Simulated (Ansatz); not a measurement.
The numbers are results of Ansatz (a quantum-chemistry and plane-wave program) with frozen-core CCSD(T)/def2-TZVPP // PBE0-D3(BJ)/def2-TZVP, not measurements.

Ansatz 0.2 input:
```yaml
crystal:
  periodic: [false, false, false]
  atoms:
    - { symbol: C, position_ang: [-1.380342, -0.128515, -0.059623] }
    - { symbol: C, position_ang: [-0.084081, -0.119275, 0.03938] }
    - { symbol: C, position_ang: [1.205019, -0.106505, 0.136503] }
    - { symbol: I, position_ang: [2.345034, 1.556293, -0.415494] }
    - { symbol: H, position_ang: [-1.871181, -0.466712, -0.966571] }
    - { symbol: H, position_ang: [-2.007933, 0.201077, 0.762176] }
    - { symbol: H, position_ang: [1.793485, -0.936364, 0.503629] }
basis:
  gaussian: { orbitals: def2-TZVPP }
correlation:
  method: ccsd_t
```

Output:

```
Functional definition: HF
1288 factors; integrals over basis functions are off by at most 8.3e-4 eV
mean field evaluation 1: about -11208.3696 eV, gradient 2.6e1 eV
mean field evaluation 2: about -11208.5569 eV, gradient 2.6e1 eV
mean field evaluation 4: about -11210.5696 eV, gradient 3.7e0 eV
mean field evaluation 8: about -11210.6201 eV, gradient 3.2e-1 eV
mean field evaluation 16: about -11208.3673 eV, gradient 2.6e1 eV
mean field evaluation 32: about -11200.4072 eV, gradient 4.6e-1 eV
mean field -11210.62070079 eV, -411.9827119223 hartree, gradient 3.7e-6 eV, S^2 0.000000; 0 other end points of the search recorded, 0 dependent functions left out
7 core orbitals not correlated
reference -11210.62070079 eV, -411.9827119223 hartree; 16, 16 occupied and 162, 162 virtual orbitals, 1288 factors
second order -26.29307371 eV of doubles, -0.00000000 eV of singles
cycle   1  -25.24074737 eV  change     1.1e0 eV  update   1.1e-1
cycle   2  -25.91762695 eV  change   -6.8e-1 eV  update   3.4e-2
cycle   3  -26.03472156 eV  change   -1.2e-1 eV  update   1.6e-2
cycle   4  -26.01604304 eV  change    1.9e-2 eV  update   4.7e-3
cycle   5  -26.01860249 eV  change   -2.6e-3 eV  update   2.2e-3
cycle   6  -26.02070887 eV  change   -2.1e-3 eV  update   5.8e-4
cycle   7  -26.02043219 eV  change    2.8e-4 eV  update   2.7e-4
cycle   8  -26.02031647 eV  change    1.2e-4 eV  update   8.5e-5
cycle   9  -26.02037573 eV  change   -5.9e-5 eV  update   3.9e-5
cycle  10  -26.02036411 eV  change    1.2e-5 eV  update   1.3e-5
perturbative correction -0.98576721 eV, -0.0362262768 hartree
Total energy: -11237.62683211 eV, -412.9751689429 hartree
```

Cost: around 4 core-minutes (rough).
